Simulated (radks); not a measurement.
The numbers below are computed, except where a source is named.
Effect of the nuclear size on neutral zinc, [Ar] 3d10 4s2. Code: a radial shooting solver on a logarithmic mesh with Libxc functionals. Model: Dirac Kohn-Sham, relativistic LDA (MacDonald-Vosko exchange, VWN5 correlation), spin-unpolarised, spherical densities, finite nucleus; Fermi nuclear charge, rms radius 3.9283 fm. The rms radius is varied about that value; shifts are against it.

rms radius (fm)  total energy shift (eV)  density at nucleus (e/bohr^3)  1s1/2 shift (meV)  2s1/2 shift (meV)  2p1/2 shift (meV)  3s1/2 shift (meV)  3p1/2 shift (meV)
3.4765                           -0.0503                      2.501e+04              -21.3              -2.03              0.176             -0.296              0.030
3.7712                           -0.0182                       2.49e+04              -7.69             -0.733              0.064             -0.107              0.011
3.9283                                 0                      2.484e+04              0.000              0.000              0.000              0.000              0.000
4.1915                            0.0320                      2.475e+04               13.5               1.29             -0.112              0.188             -0.019
4.7454                             0.106                      2.458e+04               44.7               4.27             -0.370              0.621             -0.064

Slopes of the eigenvalues against <r^2> in GHz/fm^2, as finite differences over the two radii next to the reference (eigenvalue slopes, not the field-shift constants of lines): 1s1/2 1530, 2s1/2 146, 2p1/2 -12.7, 3s1/2 21.3, 3p1/2 -2.19.
